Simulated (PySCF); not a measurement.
**How methods differ on the excitation energy of I²⁺**

I²⁺ [Kr] 4d10 5s2 5p3 (4S) → I²⁺ [Kr] 4d10 5s2 5p2 6s1 (4P), as a difference of total energies. Computed with PySCF 2.14 in aug-cc-pwCVDZ-PP with ECP28MDF, with a scalar-relativistic core potential. Correlated levels: valence and next inner shell: nothing frozen outside the core potential. The calculations carry no spin-orbit coupling.

```
                                method  excitation energy (eV)
                                   UHF                  15.219
    MP2 (valence and next inner shell)                  15.169
SCS-MP2 (valence and next inner shell)                  15.133
   CCSD (valence and next inner shell)                  15.099
CCSD(T) (valence and next inner shell)                  14.980
```

**Question.** How much does correlation contribute at CCSD(T) (valence and next inner shell)?

**Answer.** 14.980 − (15.219) = -0.239 eV, measured against UHF.

The promoted electron is Rydberg-like, and one or two diffuse shells describe it only roughly, which tends to raise the upper state.

The coupled-cluster amplitudes are large for the upper state (T1 above 0.03 or a double amplitude above 0.15), so a single reference is strained.
